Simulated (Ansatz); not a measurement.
Program: Ansatz. Geometries: PBE0-D4/def2-TZVP. ΔE: electronic, gas phase. CCSD(T)/CBS adds triple-zeta CCSD(T) − MP2 to the extrapolated MP2 energy (def2 sets, frozen cores). This one scheme is used for every species. DFT in def2-TZVPP. B3LYP here is the variant with VWN-RPA as its local correlation; programs differ in this. One conformer a species, not always the lowest.

`[OH][Al]([SH])[O][SiH3]` + `CCS[SiH3]` → `[CH3][Al]([OH])[SH]` + `[SiH3]OCS[SiH3]`  (redistribution)

(1) Is it downhill or uphill in electronic energy at CCSD(T)/CBS, and by how much? (An estimate is asked.)

(2) What do these levels give: r2SCAN-D4, B97M-V, PBE0-D4, B3LYP-D4, r2SCANh-D4, MP2/def2-TZVPP? (Estimate.)

Largest T1 diagnostic among the species: 0.012.

Results:

(1) Ansatz gave: Uphill: ΔE = +202.3 kJ/mol.

(2) Computed: r2SCAN-D4 195.0, B97M-V 197.5, PBE0-D4 189.3, B3LYP-D4 193.6, r2SCANh-D4 197.2, MP2/def2-TZVPP 207.8 kJ/mol.

From BLYP to BHLYP (50 % exact exchange), in def2-TZVPP and without D4, ΔE moves by +18.1 kJ/mol. At CCSD(T), def2-SVP lies −3.2 kJ/mol from the extrapolated value and def2-TZVPP −1.2 kJ/mol. In def2-TZVPP, CCSD(T) changes the Hartree–Fock value by −17.0 kJ/mol (the triples alone add −4.0 kJ/mol) and MP2 by −10.2 kJ/mol.
